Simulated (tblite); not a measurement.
Compound: C₄H₉GeO (doublet state).
Bonds: C1–C2, C2–O3, O3–Ge4, Ge4–C5, C5–C6 (double). Hydrogens: H7, H8 on C1; H9, H10 on C2; H11, H12 on Ge4; H13 on C5; H14, H15 on C6.
Bond orders are those of one Lewis drawing.

Computed with GFN2-xTB (tblite), gas phase: L-BFGS steps from a force-field or distance-geometry start until the largest atomic force falls under 0.01 eV/Å.

The end geometry, which sets the zero of energy:
```
atom  x, y, z in Å
C1     -3.0338   -0.0824    0.6753
C2     -2.0421   -0.1421   -0.4030
O3     -0.7367   -0.0368    0.1113
Ge4     0.7424   -0.5111   -0.7125
C5      2.0695   -0.1271    0.6564
C6      3.2890    0.3291    0.4241
H7     -2.7108   -0.0958    1.6953
H8     -4.0758   -0.0068    0.4384
H9     -2.2221    0.6680   -1.1341
H10    -2.1529   -1.0835   -0.9807
H11     0.5879   -1.9674   -1.1183
H12     0.9098    0.2882   -1.9917
H13     1.7406   -0.2856    1.6756
H14     3.9855    0.5446    1.2208
H15     3.6452    0.5055   -0.5787
```

Task: These geometries come from the run, each turned onto the end geometry. Order them by energy, lowest first.
A.
```
atom  x, y, z in Å
C1     -3.0641   -0.0876    0.6627
C2     -2.0607   -0.1503   -0.4049
O3     -0.7580   -0.0789    0.1235
Ge4     0.7442   -0.5160   -0.6776
C5      2.0822   -0.1228    0.6784
C6      3.2949    0.3289    0.4023
H7     -2.7550   -0.1448    1.6857
H8     -4.0959    0.0594    0.4155
H9     -2.2225    0.6780   -1.1171
H10    -2.1850   -1.0738   -1.0064
H11     0.6503   -1.9749   -1.1024
H12     0.9467    0.3004   -1.9403
H13     1.7807   -0.2725    1.7068
H14     4.0255    0.5496    1.1674
H15     3.6123    0.5021   -0.6153
```
B.
```
atom  x, y, z in Å
C1     -3.2351   -0.0373    0.5201
C2     -1.9890   -0.1698   -0.2722
O3     -0.7727   -0.1337    0.4671
Ge4     0.7090   -0.4563   -0.4644
C5      2.2103   -0.0855    0.7235
C6      3.3761    0.3207    0.2443
H7     -3.3752   -0.6001    1.4353
H8     -4.0816    0.4075    0.0061
H9     -1.9484    0.6317   -1.0291
H10    -2.0393   -1.1487   -0.8081
H11     0.6405   -1.8959   -0.9745
H12     0.6907    0.4235   -1.6919
H13     2.0535   -0.2445    1.7869
H14     4.2516    0.5134    0.8571
H15     3.5052    0.4720   -0.8222
```
C.
```
atom  x, y, z in Å
C1     -3.1707    0.1545    0.6363
C2     -1.9627   -0.1109   -0.2248
O3     -0.7722   -0.1224    0.5221
Ge4     0.6811   -0.4307   -0.4733
C5      2.1833   -0.1005    0.6993
C6      3.3305    0.3025    0.1845
H7     -3.4661   -0.7036    1.2820
H8     -4.0267    0.2862   -0.0692
H9     -1.9056    0.6250   -1.0221
H10    -2.0761   -1.1337   -0.6518
H11     0.7489   -1.9079   -0.9563
H12     0.7617    0.4445   -1.7341
H13     2.0407   -0.2494    1.7774
H14     4.1604    0.4799    0.8932
H15     3.4689    0.4633   -0.8848
```
D.
```
atom  x, y, z in Å
C1     -3.0894   -0.0708    0.6199
C2     -2.0508   -0.1547   -0.4082
O3     -0.7767   -0.1021    0.1906
Ge4     0.7392   -0.4954   -0.6071
C5      2.0973   -0.1035    0.7284
C6      3.2955    0.3229    0.3679
H7     -2.8424   -0.2577    1.6437
H8     -4.0990    0.1495    0.3519
H9     -2.1636    0.6676   -1.1351
H10    -2.1709   -1.0866   -1.0013
H11     0.6966   -1.9458   -1.0613
H12     0.8746    0.3326   -1.8814
H13     1.8692   -0.2679    1.7728
H14     4.0885    0.5249    1.0694
H15     3.5275    0.4838   -0.6721
```
E.
```
atom  x, y, z in Å
C1     -3.1906   -0.1008    0.5091
C2     -2.0282   -0.1857   -0.3750
O3     -0.8240   -0.1557    0.3747
Ge4     0.6919   -0.4739   -0.4771
C5      2.1822   -0.0930    0.7260
C6      3.3583    0.3227    0.2804
H7     -3.0890   -0.4509    1.5126
H8     -4.1019    0.3610    0.1900
H9     -2.0291    0.6360   -1.1119
H10    -2.0734   -1.1323   -0.9662
H11     0.6201   -1.9187   -0.9516
H12     0.7069    0.4395   -1.6817
H13     2.0375   -0.2503    1.7876
H14     4.1953    0.5199    0.9345
H15     3.5396    0.4790   -0.7730
```

Result: A (0.006 eV), D (0.022 eV), E (0.061 eV), B (0.144 eV), C (0.652 eV).

In the order of the answer:

| step | E above end (eV) | largest force (eV/Å) | rms force component (eV/Å) | rms distance from end (Å) | rms bond change (Å) | bond most changed (Å) |
| --- | --- | --- | --- | --- | --- | --- |
| 48 | 0.006 | 0.07 | 0.024 | 0.049 | 0.001 | Ge4–H11 +0.003 |
| 37 | 0.022 | 0.15 | 0.049 | 0.126 | 0.003 | Ge4–H12 +0.008 |
| 25 | 0.061 | 0.16 | 0.054 | 0.291 | 0.005 | C2–O3 +0.012 |
| 8 | 0.144 | 0.51 | 0.151 | 0.382 | 0.011 | O3–Ge4 +0.021 |
| 0 | 0.652 | 2.89 | 0.621 | 0.421 | 0.026 | C1–H8 +0.046 |

The cost below is that of the whole relaxation. Time: 0.44 s. Hardware: Arm Neoverse V1, one thread, on a shared host.
